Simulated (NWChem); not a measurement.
System: SiN, doublet; SMILES N#[Si]

Here is an NWChem input.

```
start job
memory heap 200 mb stack 900 mb global 1100 mb
geometry units angstroms noautoz
  Si     0.000000     0.000000    -0.526387
  N      0.000000     0.000000     1.048508
end
basis spherical
  * library def2-svp
end
dft
  odft
  mult 2
  xc xpbe96 cpbe96
  grid coarse
  iterations 150
  mulliken
end
task dft gradient
```

NWChem printed, in part:

```
             Northwest Computational Chemistry Package (NWChem) 7.3.0
             --------------------------------------------------------

 ORDER OF PRIMARY AXIS IS BEING SET TO 4
 C4V symmetry detected

                             Geometry "geometry" -> ""
                             -------------------------

 Output coordinates in angstroms (scale by  1.889725989 to convert to a.u.)

  No.       Tag          Charge          X              Y              Z
 ---- ---------------- ---------- -------------- -------------- --------------
    1 Si                  14.0000     0.00000000     0.00000000    -0.52496500
    2 N                    7.0000     0.00000000     0.00000000     1.04993000

 Effective nuclear repulsion energy (a.u.)      32.9287796342

      Symmetry information
      --------------------

 Group name             C4v
 Group number             18
 Group order               8
 No. of unique centers     2

  pbe96 is a nonlocal functional; adding pw91lda local functional.

                                 NWChem DFT Module
                                 -----------------

 Summary of "ao basis" -> "ao basis" (spherical)
 ------------------------------------------------------------------------------
       Tag                 Description            Shells   Functions and Types
 ---------------- ------------------------------  ------  ---------------------
 Si                         def2-svp                 8       18   4s3p1d
 N                          def2-svp                 6       14   3s2p1d

      Symmetry analysis of basis
      --------------------------

        a1         14
        a2          0
        b1          2
        b2          2
        e          14

            General Information
            -------------------
          SCF calculation type: DFT
          Wavefunction type:  spin polarized.
          No. of atoms     :     2
          No. of electrons :    21
           Alpha electrons :    11
            Beta electrons :    10
          Charge           :     0
          Spin multiplicity:     2
          Use of symmetry is: on ; symmetry adaption is: on
          Maximum number of iterations: 150
          AO basis - number of functions:    32
                     number of shells:    14
          Convergence on energy requested:  1.00D-06
          Convergence on density requested:  1.00D-05
          Convergence on gradient requested:  5.00D-04

              XC Information
              --------------
          PerdewBurkeErnzerhof Exchange Functional  1.000
            Perdew 1991 LDA Correlation Functional  1.000 local
           PerdewBurkeErnz. Correlation Functional  1.000 non-local

             Grid Information
             ----------------
          Grid used for XC integration:  coarse
          Radial quadrature: Mura-Knowles
          Angular quadrature: Lebedev.
          Tag              B.-S. Rad. Rad. Pts. Rad. Cut. Ang. Pts.
          ---              ---------- --------- --------- ---------
          Si                  1.10       70           6.0       302
          N                   0.65       35           7.0       302
          Grid pruning is: on
          Number of quadrature shells:   105
          Spatial weights used:  Erf1

      Superposition of Atomic Density Guess
      -------------------------------------

 Sum of atomic energies:        -342.98272593

      Non-variational initial energy
      ------------------------------

 Total energy =    -343.017669
 1-e energy   =    -539.501133
 2-e energy   =     163.554685
 HOMO         =      -0.270856
 LUMO         =       0.001086

   Symmetry analysis of molecular orbitals - initial alpha
   -------------------------------------------------------

 !! scf_movecs_sym_adapt:    4 vectors were symmetry contaminated

  Symmetry fudging

 !! scf_movecs_sym_adapt:    4 vectors were symmetry contaminated

  Numbering of irreducible representations:

     1 a1          2 a2          3 b1          4 b2          5 e

  Orbital symmetries:

     1 a1          2 a1          3 a1          4 a1          5 e
     6 e           7 a1          8 a1          9 e          10 e
    11 a1         12 e          13 e          14 a1         15 a1
    16 e          17 e          18 a1         19 b1         20 b2
    21 e

   Symmetry analysis of molecular orbitals - initial beta
   ------------------------------------------------------

 !! scf_movecs_sym_adapt:    4 vectors were symmetry contaminated

  Symmetry fudging

 !! scf_movecs_sym_adapt:    4 vectors were symmetry contaminated

  Numbering of irreducible representations:

     1 a1          2 a2          3 b1          4 b2          5 e

  Orbital symmetries:

     1 a1          2 a1          3 a1          4 a1          5 e
     6 e           7 a1          8 a1          9 e          10 e
    11 a1         12 e          13 e          14 a1         15 a1
    16 e          17 e          18 a1         19 b1         20 b2
    21 e

     ---------------------------------------------
      Total Density - Mulliken Population Analysis
     ---------------------------------------------

    Atom       Charge   Shell Charges
 -----------   ------   -------------------------------------------------------
    1 Si  14    12.89   2.00  1.99  1.13  0.50  5.93  0.61  0.58  0.14
    2 N    7     8.11   1.99  1.17  0.65  2.41  1.88  0.01

     --------------------------------------------
      Spin Density - Mulliken Population Analysis
     --------------------------------------------

    Atom       Charge   Shell Charges
 -----------   ------   -------------------------------------------------------
    1 Si  14     0.57   0.00  0.00  0.10  0.21  0.00  0.16  0.09  0.01
    2 N    7     0.43  -0.00 -0.00  0.01  0.28  0.13  0.00

   convergence    iter        energy       DeltaE   RMS-Dens  Diis-err
 ---------------- ----- ----------------- --------- --------- ---------
 d= 0,ls=0.0,diis     1   -343.6096024339 -3.77D+02  5.47D-02  2.00D-01
                                                     4.40D-02  2.33D-01
 d= 0,ls=0.0,diis     2   -340.8071013290  2.80D+00  4.89D-02  3.43D+00
                                                     3.48D-02  2.53D+00
 d= 0,ls=0.0,diis     3   -343.7702396993 -2.96D+00  3.51D-03  9.08D-03
                                                     3.18D-03  7.27D-03
 d= 0,ls=0.0,diis     4   -343.7743135536 -4.07D-03  1.21D-03  1.97D-03
                                                     1.36D-03  1.46D-03
 d= 0,ls=0.0,diis     5   -343.7750955876 -7.82D-04  5.14D-04  6.74D-04
                                                     1.95D-04  4.24D-04
  Resetting Diis
 d= 0,ls=0.0,diis     6   -343.7753457274 -2.50D-04  6.07D-04  2.35D-04
                                                     1.97D-04  1.62D-04
 d= 0,ls=0.0,diis     7   -343.7754863417 -1.41D-04  1.52D-04  2.61D-06
                                                     1.76D-04  2.02D-06
 d= 0,ls=0.0,diis     8   -343.7754477481  3.86D-05  1.17D-04  7.00D-05
                                                     1.56D-04  7.00D-05
 d= 0,ls=0.0,diis     9   -343.7754879111 -4.02D-05  9.77D-06  2.79D-08
                                                     1.69D-05  4.34D-08
 d= 0,ls=0.0,diis    10   -343.7754879380 -2.70D-08  4.65D-06  2.49D-08
                                                     3.69D-06  2.07D-08

         Total DFT energy =     -343.775487938044
      One electron energy =     -540.396857891195
           Coulomb energy =      191.155599980423
    Exchange-Corr. energy =      -27.463009661451
 Nuclear repulsion energy =       32.928779634179

 Numeric. integr. density =       21.000011776476

                  Occupations of the irreducible representations
                  ----------------------------------------------

                     irrep           alpha         beta
                     --------     --------     --------
                     a1                7.0          6.0
                     a2                0.0          0.0
                     b1                0.0          0.0
                     b2                0.0          0.0
                     e                 4.0          4.0

                    DFT Final Alpha Molecular Orbital Analysis
                    ------------------------------------------

 Vector    9  Occ=1.000000D+00  E=-2.773887D-01  Symmetry=a1
              MO Center= -1.7D-15,  2.1D-15, -4.0D-02, r^2= 2.5D+00
   Bfn.  Coefficient  Atom+Function         Bfn.  Coefficient  Atom+Function
  ----- ------------  ---------------      ----- ------------  ---------------
    24      0.470434  2 N  pz                10      0.345956  1 Si pz
     4     -0.322733  1 Si s                 27     -0.265720  2 N  pz
     3     -0.253530  1 Si s                 13      0.243757  1 Si pz
     7     -0.185479  1 Si pz                21     -0.167815  2 N  s
     2     -0.157017  1 Si s                 16      0.045550  1 Si d  0

 Vector   10  Occ=1.000000D+00  E=-2.586100D-01  Symmetry=e
              MO Center=  1.1D-15, -1.6D-15,  6.3D-01, r^2= 1.4D+00
   Bfn.  Coefficient  Atom+Function         Bfn.  Coefficient  Atom+Function
  ----- ------------  ---------------      ----- ------------  ---------------
    23      0.422792  2 N  py                22     -0.300321  2 N  px
    26     -0.283437  2 N  py                12     -0.214168  1 Si py
     9     -0.203559  1 Si py                25      0.201333  2 N  px
    11      0.152130  1 Si px                 8      0.144594  1 Si px
     6      0.110807  1 Si py                 5     -0.078709  1 Si px

 Vector   11  Occ=1.000000D+00  E=-2.586100D-01  Symmetry=e
              MO Center= -3.2D-16, -5.9D-16,  6.3D-01, r^2= 1.4D+00
   Bfn.  Coefficient  Atom+Function         Bfn.  Coefficient  Atom+Function
  ----- ------------  ---------------      ----- ------------  ---------------
    22      0.422792  2 N  px                23      0.300321  2 N  py
    25     -0.283437  2 N  px                11     -0.214168  1 Si px
     8     -0.203559  1 Si px                26     -0.201333  2 N  py
    12     -0.152130  1 Si py                 9     -0.144594  1 Si py
     5      0.110807  1 Si px                 6      0.078709  1 Si py

 Vector   12  Occ=0.000000D+00  E=-8.715848D-02  Symmetry=e
              MO Center= -3.2D-16, -3.2D-16, -3.3D-01, r^2= 2.6D+00
   Bfn.  Coefficient  Atom+Function         Bfn.  Coefficient  Atom+Function
  ----- ------------  ---------------      ----- ------------  ---------------
    11      0.596257  1 Si px                12      0.342199  1 Si py
     8      0.325595  1 Si px                25     -0.324473  2 N  px
    22      0.316299  2 N  px                 9      0.186863  1 Si py
    26     -0.186219  2 N  py                23      0.181528  2 N  py
     5     -0.164604  1 Si px                17      0.103548  1 Si d  1

 Vector   13  Occ=0.000000D+00  E=-8.715848D-02  Symmetry=e
              MO Center= -3.5D-16, -2.2D-16, -3.3D-01, r^2= 2.6D+00
   Bfn.  Coefficient  Atom+Function         Bfn.  Coefficient  Atom+Function
  ----- ------------  ---------------      ----- ------------  ---------------
    12      0.596257  1 Si py                11     -0.342199  1 Si px
     9      0.325595  1 Si py                26     -0.324473  2 N  py
    23      0.316299  2 N  py                 8     -0.186863  1 Si px
    25      0.186219  2 N  px                22     -0.181528  2 N  px
     6     -0.164604  1 Si py                15     -0.103548  1 Si d -1

 Vector   14  Occ=0.000000D+00  E= 3.412164D-02  Symmetry=a1
              MO Center=  1.4D-16,  6.0D-17, -3.7D-01, r^2= 3.4D+00
   Bfn.  Coefficient  Atom+Function         Bfn.  Coefficient  Atom+Function
  ----- ------------  ---------------      ----- ------------  ---------------
    13      1.273873  1 Si pz                21     -1.087870  2 N  s
     4      1.012775  1 Si s                 27      0.361272  2 N  pz
    16     -0.197040  1 Si d  0              24     -0.188414  2 N  pz
    10      0.175607  1 Si pz                20     -0.149895  2 N  s
    19     -0.093748  2 N  s                  7     -0.083595  1 Si pz

                     DFT Final Beta Molecular Orbital Analysis
                     -----------------------------------------

 Vector    8  Occ=1.000000D+00  E=-3.477254D-01  Symmetry=a1
              MO Center=  7.7D-18, -6.9D-16, -2.7D-01, r^2= 2.2D+00
   Bfn.  Coefficient  Atom+Function         Bfn.  Coefficient  Atom+Function
  ----- ------------  ---------------      ----- ------------  ---------------
     3      0.707665  1 Si s                  2      0.410900  1 Si s
    21     -0.297458  2 N  s                  4      0.281199  1 Si s
    20     -0.272750  2 N  s                 24      0.193706  2 N  pz
    19     -0.128737  2 N  s                 13     -0.115209  1 Si pz
    27     -0.098847  2 N  pz                10     -0.092596  1 Si pz

 Vector    9  Occ=1.000000D+00  E=-2.453616D-01  Symmetry=e
              MO Center= -9.9D-16,  5.0D-17,  5.5D-01, r^2= 1.6D+00
   Bfn.  Coefficient  Atom+Function         Bfn.  Coefficient  Atom+Function
  ----- ------------  ---------------      ----- ------------  ---------------
    22      0.421841  2 N  px                25     -0.285639  2 N  px
    11     -0.261551  1 Si px                23     -0.241949  2 N  py
     8     -0.236332  1 Si px                26      0.163829  2 N  py
    12      0.150014  1 Si py                 9      0.135549  1 Si py
     5      0.127803  1 Si px                 6     -0.073302  1 Si py

 Vector   10  Occ=1.000000D+00  E=-2.453616D-01  Symmetry=e
              MO Center=  4.8D-16,  8.1D-16,  5.5D-01, r^2= 1.6D+00
   Bfn.  Coefficient  Atom+Function         Bfn.  Coefficient  Atom+Function
  ----- ------------  ---------------      ----- ------------  ---------------
    23      0.421841  2 N  py                26     -0.285639  2 N  py
    12     -0.261551  1 Si py                22      0.241949  2 N  px
     9     -0.236332  1 Si py                25     -0.163829  2 N  px
    11     -0.150014  1 Si px                 8     -0.135549  1 Si px
     6      0.127803  1 Si py                 5      0.073302  1 Si px

 Vector   11  Occ=0.000000D+00  E=-2.147890D-01  Symmetry=a1
              MO Center= -3.9D-16, -1.1D-15,  4.0D-01, r^2= 2.3D+00
   Bfn.  Coefficient  Atom+Function         Bfn.  Coefficient  Atom+Function
  ----- ------------  ---------------      ----- ------------  ---------------
    24      0.490837  2 N  pz                10      0.339231  1 Si pz
     4     -0.314535  1 Si s                 27     -0.308472  2 N  pz
    21     -0.260605  2 N  s                 13      0.236242  1 Si pz
     7     -0.179934  1 Si pz                20     -0.099977  2 N  s
    19     -0.055703  2 N  s                  2     -0.053133  1 Si s

 Vector   12  Occ=0.000000D+00  E=-7.520200D-02  Symmetry=e
              MO Center=  1.2D-16, -1.9D-16, -2.3D-01, r^2= 2.7D+00
   Bfn.  Coefficient  Atom+Function         Bfn.  Coefficient  Atom+Function
  ----- ------------  ---------------      ----- ------------  ---------------
    11      0.663030  1 Si px                25     -0.397993  2 N  px
    22      0.383391  2 N  px                 8      0.352321  1 Si px
     5     -0.177652  1 Si px                12     -0.137991  1 Si py
    17      0.105304  1 Si d  1              26      0.082831  2 N  py
    23     -0.079792  2 N  py                 9     -0.073326  1 Si py

[...]

                         DFT ENERGY GRADIENTS

    atom               coordinates                        gradient
                 x          y          z           x          y          z
   1 Si      0.000000   0.000000  -0.992040    0.000000   0.000000   0.014776
   2 N       0.000000   0.000000   1.984080    0.000000   0.000000  -0.014776
```

Level: PBE/def2-SVP, spin-unrestricted. Coordinates come from a PBE0/def2-SVP, spin-unrestricted optimisation. No stability test was run on the SCF state.
